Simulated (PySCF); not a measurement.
C3H4FNSSi, SMILES Fc1scnc1[SiH3]. Geometry optimised at ωB97X-D3(BJ)/def2-SVP. The structure was generated by enumeration, and PubChem lists no compound with its InChIKey, so it may never have been made.

Q: Give the equilibrium geometry at ωB97X-D3(BJ)/def2-SVP (PySCF confirms it by a frequency run) as Cartesian coordinates in Å, and its point group. (An estimate is asked for; the answer gives what the named calculation found.)

A: point group Cs.
```xyz
11

F     -2.0408     0.0926     0.0000
C     -0.7452     0.3569     0.0000
S     -0.1928     1.9980     0.0000
C      1.4277     1.3682     0.0000
N      1.5275     0.0802     0.0000
C      0.2838    -0.5404     0.0000
Si     0.1635    -2.4142     0.0000
H      2.2815     2.0519     0.0000
H      0.8319    -2.9588    -1.2143
H     -1.2733    -2.8055     0.0000
H      0.8319    -2.9588     1.2143
```
